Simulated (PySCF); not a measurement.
**Correlation energy of Bi(47+) (bismuth, charge +47)**

Starting occupation: [Kr]. Calculation: PySCF 2.14, in an even-tempered Gaussian basis (18 s from 2.8 bohr⁻², ratio 2.6; 16 p from 3.6 bohr⁻², ratio 2.6; 11 d from 3.6 bohr⁻², ratio 2.6; 5 f from 3.7 bohr⁻², ratio 2.8); X2C-1e with screened-nucleus spin-orbit coupling, Gaussian nucleus. Frozen: [Ar] 3d10; 8 electrons correlated; the 114 highest virtual spinors left out.

MP2 pair energies summed by pair of shells (mhartree):

```tsv
pair	energy	share (%)
4p3/2-4p3/2	-129.91	40.0
4p1/2-4p3/2	-107.68	33.1
4p3/2-4s1/2	-31.88	9.8
4p1/2-4p1/2	-27.74	8.5
4p1/2-4s1/2	-16.11	5.0
4s1/2-4s1/2	-11.53	3.5
```

Total MP2 correlation energy: -324.85 mhartree.

The virtual space was cut to 74 spinors, which keep -321.13 of the -324.85 mhartree of MP2 correlation.

```
  level  correlation energy (mhartree)
   CCSD                        -340.94
    (T)                          -1.93
CCSD(T)                        -342.87
```

Diagnostics: T1 = 0.00013, largest double amplitude 0.032.

Cost of the coupled-cluster step: of the order of 90 core-seconds, for 8 occupied and 74 virtual spinors.

At this charge the one-electron X2C treatment keeps the bare 1/r₁₂, with no two-electron picture change or Breit term. The effect here is smaller than on the frozen 1s shell.
